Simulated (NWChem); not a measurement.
System: AlI₃; SMILES [I][Al]([I])[I]

Program: NWChem. Medium grid unless said otherwise, to which SCAN and Minnesota functionals are sensitive. The geometry was optimised at PBE0/def2-SVP. def2 effective core potentials on I; no spin-orbit coupling. Level r2SCAN/def2-SVP: single points from the atomic guess with DIIS by default; each run changes one setting, and all converged runs end within 0.3 mHa of each other.

Which setting needs the most SCF iterations, or fails (level shift of 0.5 Ha throughout; no DIIS, 40 % damping; DIIS on 3 Fock matrices; defaults; DIIS on 20 Fock matrices; occupation smearing of 0.005 Ha)?

no DIIS, 40 % damping, with 26 against 7 for the defaults.
```
setting                           SCF iterations
--------------------------------  --------------
defaults                                       7
no DIIS, 40 % damping                         26
DIIS on 20 Fock matrices                       7
occupation smearing of 0.005 Ha                7
DIIS on 3 Fock matrices                        9
level shift of 0.5 Ha throughout              15
```
